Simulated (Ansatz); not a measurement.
Basis-set extrapolation for B₂ClH₄NO (`BOB(N)Cl`) (PBE0-D4/def2-TZVP geometry, frozen core, Ansatz 0.2.0). Multiplicity 1, RHF reference.

```
                      def2-TZVPP   def2-QZVPP
                 HF  -640.781999  -640.803581
    MP2 correlation    -0.826954    -0.893869
CCSD(T) correlation    -0.899445      not run
```

Energies in hartree. Use E(X) = E(∞) + A·exp(−7.88·√X) for Hartree–Fock and E(X) = E(∞) + B·X^(−2.97) for correlation, with X = 3 and 4, and add CCSD(T) minus MP2 of the smaller set to the MP2 limit.

Q: What is the CCSD(T) energy at the basis-set limit?

A: HF limit: -640.803581 + (-0.021582) × 0.13774 = -640.80655. MP2 limit: -0.893869 + (-0.066915) × 0.74074 = -0.94344. Higher-order term: -0.899445 − (-0.826954) = -0.07249. Total: -641.82248 hartree, 370.3 kJ/mol below CCSD(T)/def2-TZVPP.
